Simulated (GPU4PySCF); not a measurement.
C8H12CuN4, SMILES CC#[N]->[Cu+](<-[N]#CC)(<-[N]#CC)<-[N]#CC, charge +1, multiplicity 1.

Geometry optimised at PBE0-D3(BJ)/def2-TZVP. The spin state was assumed, not searched. The isomer is the one that the SMILES or the coordinates give; other isomers of the formula were not compared.

Two levels are set side by side: PBE/def2-TZVPD (GPU4PySCF) and B3LYP/def2-TZVPD (GPU4PySCF). Same geometry, gas phase. Differences are taken from unrounded values.

| quantity | B3LYP | PBE | PBE minus B3LYP |
|---|---|---|---|
| orbital gap (eV) | 6.09 | 4.14 | -1.94 |
| highest occupied level (eV) | -9.01 | -7.81 | 1.20 |
| lowest empty level (eV) | -2.93 | -3.67 | -0.74 |
| mean polarisability (bohr³) | 146.5 | 159.5 | 13.0 |

Without exact exchange PBE keeps part of each electron's self-repulsion, which lifts occupied levels and narrows the gap. PBE's more diffuse valence density responds more strongly to a field. Differences between two approximate levels are no errors against the true value.
